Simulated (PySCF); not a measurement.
## Correlation energy of Tc²⁺ (technetium, charge +2)

[Kr] 4d4 5s1, high-spin 6D determinant (an excited configuration). Computed with PySCF 2.14 in x2c-TZVPPall, with scalar relativity by spin-free X2C-1e. Frozen: [Kr]; 5 electrons correlated.

```csv
level,correlation energy (mhartree)
CCSD,-58.15
(T),-0.75
CCSD(T),-58.90
```

Diagnostics: T1 = 0.0032, D1 = 0.0096, largest double amplitude 0.025.

Is a single reference adequate?

Yes, within this model without spin-orbit coupling: T1 lies below 0.03 and no double amplitude reaches 0.07.
